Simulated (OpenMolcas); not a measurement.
# Cr4+, Mo4+, W4+: d² down the group

```
Program             : OpenMolcas
Method              : CASSCF
Basis               : ANO-RCC-VTZP
Scalar Hamiltonian  : DKH2, point nucleus
Spin-orbit coupling : state interaction with AMFI integrals over the reference wave functions, term energies averaged over their components
```

Active space for each ion: 2 electrons in 5 orbitals (d).

Computed levels in cm-1 above ³F₂:

| Level | Cr4+ | Mo4+ | W4+ |
| --- | --- | --- | --- |
| ³F₃ | 505 | 1486 | 6160 |
| ³F₄ | 1153 | 3226 | 11710 |
| ¹D₂ | 16452 | 12752 | 16066 |
| ³P₀ | 19267 | 13828 | 14834 |
| ³P₁ | 19445 | 14426 | 18222 |
| ³P₂ | 19838 | 15960 | 25095 |
| ¹G₄ | 25239 | 19289 | 24782 |
| ¹S₀ | 61249 | 45317 | 50134 |
| weight of ³F in the lowest level (%) | 100 | 99 | 92 |

Mixed levels, with the weight of the term that names them: W4+ ¹D₂ (54 %), W4+ ³P₂ (60 %).

Measured, with the error of the calculation in %. Measured levels: Cr4+ from Sugar and Corliss, J. Phys. Chem. Ref. Data 6, 317 (1977); Mo4+ from Sugar and Musgrove, J. Phys. Chem. Ref. Data 17, 155 (1988); W4+ from the list in J. Phys. B 45, 065001 (2012).

```tsv
Level	Cr4+	Mo4+	W4+
³F₃	508 (-0.7)	1578 (-5.8)	
³F₄	1142 (+1.0)	3357 (-3.9)	11519 (+1.7)
¹D₂	13188 (+24.8)	10190 (+25.1)	
³P₀	15492 (+24.4)	11161 (+23.9)	12839 (+15.5)
³P₁	15677 (+24.0)	11807 (+22.2)	16331 (+11.6)
³P₂	16041 (+23.7)	13408 (+19.0)	22615 (+11.0)
¹G₄	22019 (+14.6)	16354 (+17.9)	22346 (+10.9)
¹S₀	51146 (+19.8)	37738 (+20.1)	43110 (+16.3)
```

The fine-structure level ³F₄ changes by a factor of 10.2 from Cr4+ to W4+.

Without spin-orbit coupling ¹D lies 15835, 11313, 10619 cm-1 above ³F in that order; the difference to the level ¹D₂, of either sign, comes from spin-orbit coupling, which also lowers the zero.

Without dynamic correlation excited terms often stand tens of per cent too high (terms of higher spin than the ground term too low), and those without a measured partner can miss by more than the paired ones. Measured partners are found by configuration, term and J. A level has none where our copy of the source lacks it or the pairing is in doubt (some pairs that miss far off the trend of their configuration count as doubtful), and it then counts in no deviation. Levels of configurations outside the active space are missing.
